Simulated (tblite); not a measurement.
C₄H₈BNO.
Bonds: C1–C2, C2–C3 (triple), C3–B4, B4–N5, B4–O6, O6–C7. Hydrogens: H8, H9, H10 on C1; H11, H12 on N5; H13, H14, H15 on C7.

Computed with GFN2-xTB (tblite), gas phase: L-BFGS steps from a force-field or distance-geometry start until the largest atomic force falls under 0.01 eV/Å.

Step 23: E = -567.5761 eV
```
atom  x, y, z in Å  |  force x, y, z in eV/Å
C1      3.0634   -0.0581   -0.3826    0.079   0.054   0.038
C2      1.6282   -0.2462   -0.4338    0.056   0.043   0.099
C3      0.4316   -0.3678   -0.3607    0.018  -0.070  -0.114
B4     -1.0588   -0.6365   -0.1476   -0.079   0.137   0.131
N5     -1.5181   -1.9636   -0.0881    0.087  -0.379  -0.344
O6     -1.9987    0.3220    0.1255   -0.130   0.005  -0.132
C7     -1.8597    1.6897   -0.1398    0.027  -0.022  -0.053
H8      3.2809    0.7578    0.3076    0.058   0.022   0.010
H9      3.5513   -0.9620   -0.0142   -0.057  -0.006  -0.027
H10     3.4887    0.1934   -1.3543   -0.141  -0.028  -0.049
H11    -1.0044   -2.7685   -0.4358   -0.193   0.454   0.335
H12    -2.4986   -2.1425    0.0530    0.084  -0.036   0.010
H13    -2.4644    2.2670    0.5667    0.003  -0.170   0.029
H14    -2.2225    1.9009   -1.1550    0.033   0.007   0.058
H15    -0.8235    2.0224   -0.0686    0.155  -0.009   0.009
```

Step 24: E = -567.5902 eV
```
atom  x, y, z in Å  |  force x, y, z in eV/Å
C1      3.0592   -0.0560   -0.3808    0.104   0.034   0.009
C2      1.6258   -0.2391   -0.4244    0.023   0.001   0.059
C3      0.4297   -0.3646   -0.3619   -0.026  -0.084  -0.098
B4     -1.0608   -0.6357   -0.1558   -0.120   0.049   0.142
N5     -1.5227   -1.9631   -0.1059    0.016  -0.173  -0.215
O6     -2.0016    0.3200    0.1169   -0.199   0.048  -0.162
C7     -1.8592    1.6884   -0.1382    0.113   0.049  -0.063
H8      3.2819    0.7579    0.3049    0.097   0.097   0.072
H9      3.5514   -0.9584   -0.0232   -0.047  -0.097   0.061
H10     3.4805    0.1863   -1.3533   -0.123   0.048  -0.149
H11    -0.9929   -2.7708   -0.4016   -0.091   0.276   0.213
H12    -2.5000   -2.1525    0.0459    0.111  -0.005  -0.004
H13    -2.4647    2.2643    0.5705    0.061  -0.188   0.028
H14    -2.2144    1.9221   -1.1515    0.000  -0.072   0.049
H15    -0.8168    2.0093   -0.0692    0.081   0.017   0.058
```

Task: Estimate the geometry and energy of step 25. (The exact step hangs on the optimiser's Hessian estimate; all steps are aligned on step 24, rigid shifts and turns removed.)

Result: E = -567.6047 eV, largest force 0.266 eV/Å
```
atom  x, y, z in Å  |  force x, y, z in eV/Å
C1      3.0567   -0.0534   -0.3792    0.076   0.014  -0.024
C2      1.6233   -0.2323   -0.4139   -0.049  -0.032   0.027
C3      0.4266   -0.3615   -0.3651   -0.060  -0.083  -0.044
B4     -1.0669   -0.6339   -0.1614   -0.076  -0.011   0.087
N5     -1.5275   -1.9625   -0.1290   -0.032  -0.069  -0.099
O6     -2.0118    0.3189    0.1019   -0.176   0.089  -0.178
C7     -1.8561    1.6895   -0.1376    0.152   0.047  -0.037
H8      3.2851    0.7596    0.3028    0.128   0.134   0.097
H9      3.5505   -0.9562   -0.0310   -0.033  -0.150   0.124
H10     3.4695    0.1806   -1.3557   -0.106   0.103  -0.194
H11    -0.9789   -2.7751   -0.3573   -0.015   0.185   0.121
H12    -2.5000   -2.1651    0.0352    0.105   0.027  -0.013
H13    -2.4621    2.2594    0.5758    0.107  -0.172   0.036
H14    -2.2059    1.9443   -1.1465   -0.019  -0.106   0.004
H15    -0.8071    1.9958   -0.0666   -0.003   0.022   0.090
```

The energy changes by -0.0145 eV. The first-order estimate −F·Δx gives -0.0189 eV and the mean of the old and new forces, exact on a quadratic surface, -0.0146 eV. The step makes an angle of 68° with the force vector and moves no atom by more than 0.047 Å.

What follows is the cost of the whole relaxation. The run took 0.38 s on Arm Neoverse V2, one thread, shared host with 192 logical CPUs at a one-minute load of 110.
